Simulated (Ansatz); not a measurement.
Consider the redistribution: `[CH3][Al]([SH])[Br]` + `Br[SiH]1CCO1` → `[CH3][Al]([Br])[Br]` + `S[SiH]1CCO1`.

Calculated with Ansatz (gas phase, PBE0-D4/def2-TZVP geometries, no zero-point term in ΔE). CCSD(T)/CBS adds triple-zeta CCSD(T) − MP2 to the extrapolated MP2 energy (def2 sets, frozen cores). For Br outer-core shells are correlated without core-valence functions, which leaves a few kJ/mol of doubt a bond. Scalar relativity is left out up to krypton. Each species was taken in one conformer, which may not be the lowest.

`[CH3][Al]([SH])[Br]`:

Z-matrix (Å, degrees):
```
C
Al 1 1.936
H 1 1.094 2 110.2
H 1 1.094 2 110.2 3 117.9
H 1 1.092 2 112.5 3 -121.0
S 2 2.176 1 124.9 3 121.2
Br 2 2.257 1 120.7 3 -58.8
H 6 1.345 2 92.8 1 -0.0
```

`Br[SiH]1CCO1`:

Z-matrix (Å, degrees):
```
Si
C 1 1.864
C 1 2.258 2 42.7
Br 1 2.216 2 116.5 3 111.0
O 1 1.655 2 82.7 3 -2.4
H 1 1.480 2 122.3 3 -117.2
H 2 1.090 1 116.0 3 113.1
H 2 1.088 1 117.5 3 -114.2
H 3 1.092 1 127.1 2 -94.7
H 3 1.092 1 122.7 2 97.1
```

`[CH3][Al]([Br])[Br]`:

```xyz
7

C    -0.578   -0.543   -0.607
Al    0.525    0.517    0.570
Br    2.698    0.023    0.882
Br   -0.279    2.294    1.692
H    -1.603   -0.169   -0.646
H    -0.165   -0.539   -1.619
H    -0.598   -1.584   -0.272
```

`S[SiH]1CCO1`:

Z-matrix (Å, degrees):
```
Si
C 1 1.869
C 1 2.270 2 42.4
S 1 2.128 2 116.4 3 116.2
O 1 1.664 2 82.0 3 0.2
H 1 1.485 2 120.9 3 -112.4
H 2 1.089 1 116.8 3 -113.9
H 2 1.089 1 116.8 3 114.0
H 3 1.093 1 125.4 2 95.6
H 3 1.092 1 124.8 2 -95.8
H 4 1.342 1 94.0 2 155.6
```

```tsv
species	CCSD(T)/CBS(def2) energy (Eh)
`[CH3][Al]([SH])[Br]`	-3253.69870
`Br[SiH]1CCO1`	-3016.75313
`[CH3][Al]([Br])[Br]`	-5428.66379
`S[SiH]1CCO1`	-841.79176
```

**Question.** Work out ΔE.

**Answer.** ΔE = (-5428.66379) + (-841.79176) − (-3253.69870) − (-3016.75313) = -0.00372 Eh = -2.3 kcal/mol.

Largest T1 diagnostic among the species: 0.012.
